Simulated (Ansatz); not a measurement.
Input file for Ansatz (a program for electronic structure): R-wB97M-V/def2-TZVPP on NH3 (SMILES N).

Ansatz 0.2 input:
```yaml
crystal:
  periodic: [false, false, false]
  atoms:
    - {symbol: N, position_ang: [0.00000013, 0.00000000, -0.00000000]}
    - {symbol: H, position_ang: [0.99743971, -0.00000000, 0.00000000]}
    - {symbol: H, position_ang: [-0.49871992, 0.86380818, 0.00000000]}
    - {symbol: H, position_ang: [-0.49871992, -0.86380818, 0.00000000]}
basis:
  gaussian:
    orbitals: def2-TZVPP
hamiltonian:
  xc: {name: wB97M-V}
scf: {lower_state_search: off}
```

It printed:

```
WARN ansatz: RAYON_NUM_THREADS=1 ignored (pool sized by the plan → 1); use --threads N
Functional definition: wB97M-V
these checks for a lower state are left out or cut short: stability, starts, cluster_reference, orbital_swaps, neighbouring_geometries, increment
integrals: 0.01 GiB planned
332 factors; their error is unknown
integrals: 0.04 GiB planned
93 factors; integrals over basis functions are off by at most 9.8e-6 eV
mean field: 0.16 GiB planned
mean field evaluation 1: about -1534.8220 eV, gradient 4.6e1 eV
mean field evaluation 2: about -1535.3958 eV, gradient 4.2e1 eV
mean field evaluation 4: about -1538.6283 eV, gradient 2.2e-1 eV
mean field evaluation 8: about -1538.6321 eV, gradient 8.7e-4 eV
mean field -1538.63205952 eV, -56.5436852651 hartree, gradient 3.8e-6 eV, S^2 0.000000; 0 other end points of the search recorded, 0 dependent functions left out
reference -1538.63208554 eV, -56.5436862214 hartree; 5, 5 occupied and 68, 68 virtual orbitals, 332 factors
Total energy: -1538.63208554 eV, -56.5436862214 hartree
Checks for a lower state left out: stability, starts, cluster_reference, orbital_swaps, neighbouring_geometries, increment
```

Self-consistency was reached.

Cost: very roughly 0.9 core-seconds.
